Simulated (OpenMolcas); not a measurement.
Ir5+ with 6 ligands (fluoride) in octahedral coordination (Oh). A charge of +0.167 e stands 2.6 Å behind each ligand. Ligand basis ANO-RCC-VDZP.

* Program: OpenMolcas
* Method: CASSCF
* Basis: ANO-RCC-VTZP [8s7p5d3f1g]
* Scalar Hamiltonian: DKH2, point nucleus
* Active space: 4 electrons in 5 orbitals (5d)
* State averaging: 2S+1 = 5 even, 5 roots; 2S+1 = 3 even, 45 roots; 2S+1 = 1 even, 50 roots
* Spin-orbit coupling: RASSI with atomic mean-field integrals over the reference wave functions

All ligands move together. At R = 1.77 Å the first state of the same spin is 46664 cm-1, and at R = 1.88 Å it is 36022 cm-1.

Question: A third run gives 28217 cm-1. What distance was it run at?

Answer: With a power law R^-n the two known points give n = -ln(36022 / 46664) / ln(1.88 / 1.77) = 4.29. Then R = 1.77 × (46664 / 28217)^(1/4.29) = 1.990 Å. The run was at 1.99 Å, so the estimate is off by 0 Å.

Without dynamic correlation the repulsion within the d shell is too large (B by tens of per cent), so at a given field states of lower spin stand too high. With metal d orbitals alone the field can be off either way by tens of per cent. Ligand-to-metal charge-transfer states are missing. With no ligand orbital active B as a rule stays too high, so bands that hang on it stand too high and its fall with covalency is understated. The least metal-like active orbital is 67 % on the metal (Löwdin) and no ligand orbital is active, so the numbers are rough, and ground spin, moment and any spin crossover can be artefacts of this space; highly charged d ions in such sites are as a rule low spin (holds for R = 1.77; R = 1.88). This shell can be high or low spin here, a state of another spin lies low, and with metal d orbitals alone active their balance is uncertain, so the ground spin may be wrong, although the usual error favours high spin (holds for R = 1.99). The least metal-like active orbital is 66 % on the metal (Löwdin) and no ligand orbital is active, so the numbers are rough, and ground spin, moment and any spin crossover can be artefacts of this space; highly charged d ions in such sites are as a rule low spin (holds for R = 1.99). No measured value stands beside these numbers; the geometry was imposed, not optimised, and the real ion may take another.
